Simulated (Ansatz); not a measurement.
`C[C](C)([AlH2])S` and `CC(C)(C)S` differ in one atom or group.

Ansatz, PBE0-D4/def2-TZVP geometries, multiplicity 1. Each molecule was computed in one conformer, which needn't be the lowest.

```tsv
property	`C[C](C)([AlH2])S`
HOMO–LUMO gap (PBE/def2-TZVPP) / eV	3.22
LUMO energy (B3LYP/def2-TZVPP) / eV	-1.76
HOMO energy (PBE/def2-TZVPP) / eV	-5.54
LUMO energy (PBE0/def2-TZVPP) / eV	-1.53
LUMO energy (ωB97M-V/def2-TZVPP) / eV	0.04
HOMO energy (PBE0/def2-TZVPP) / eV	-6.76
```

Q: What does the change do to each property? (An estimate is asked.)

A: Computed: 
```
                             property  `CC(C)(C)S`  shift
  HOMO–LUMO gap (PBE/def2-TZVPP) / eV         4.97   1.75
  LUMO energy (B3LYP/def2-TZVPP) / eV         0.16   1.92
    HOMO energy (PBE/def2-TZVPP) / eV        -5.46   0.08
   LUMO energy (PBE0/def2-TZVPP) / eV         0.44   1.97
LUMO energy (ωB97M-V/def2-TZVPP) / eV         2.11   2.07
   HOMO energy (PBE0/def2-TZVPP) / eV        -6.70   0.06
```

With PBE0 the HOMO rises by 0.06 eV and the LUMO rises by 1.97 eV, so the gap widens by about 1.91 eV. PBE moves the HOMO by 0.08 eV and ωB97M-V by 0.05 eV.

B3LYP here is the variant with VWN-RPA as its local correlation; programs differ in this.
